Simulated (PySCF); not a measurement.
What does the GFN2-xTB structure of `C[Si@H]1C[Si@@H](P)C1` look like in three dimensions?

```xyz
17
C3H11PSi2 angstrom
C     -2.186    1.038    0.532
Si    -1.323   -0.586    0.078
C      0.017   -0.358   -1.280
Si     1.421   -0.571    0.009
P      2.288    1.436    0.517
C      0.086   -1.046    1.301
H     -2.838    1.374   -0.268
H     -1.456    1.820    0.720
H     -2.793    0.925    1.425
H     -2.279   -1.670   -0.184
H      0.005   -1.133   -2.039
H      0.001    0.596   -1.801
H      2.418   -1.613   -0.295
H      3.232    0.936    1.395
H      3.188    1.441   -0.533
H      0.110   -0.481    2.229
H      0.103   -2.098    1.571
```

Any rigid rotation of these coordinates is as good. Atoms count from 1 in this order. P5 (three-coordinate phosphorus) is pyramidal (angles 94.8°, 94.7° and 92.2°, sum 281.8°, 0.84 Å off the plane of its three neighbours). The 4-membered ring Si2–C3–Si4–C6 has internal angles of 88.1° to 91.3°; it is slightly puckered (a soft mode that the optimisation may not have finished), 0.06 Å rms from its mean plane, widest ring torsion 8°. The 5 C–Si bonds span 1.894 Å (C1–Si2, drawn single) to 1.921 Å (Si2–C6, drawn single), a spread of 0.027 Å. Si2 (SiH silicon) has angles from 88.1° to 114.5°.

Bonds between heavy atoms (Å): C1–Si2 1.894, Si2–C3 1.921, C3–Si4 1.918, Si4–P5 2.245, Si4–C6 1.918, Si2–C6 1.921.

The geometry is computed with GFN2-xTB (gas phase).

Point group: Cs (every atom within 0.08 Å of its image). No GFN2-xTB frequencies stand behind this structure, so it isn't proved a minimum. One conformer, not necessarily the lowest (C3–Si4–P5–H -179° and -86°, C1–Si2–C3–Si4 106°, Si2–C3–Si4–P5 -103°, C3–Si4–C6–Si2 -8°, C1–Si2–C6–Si4 -106°).
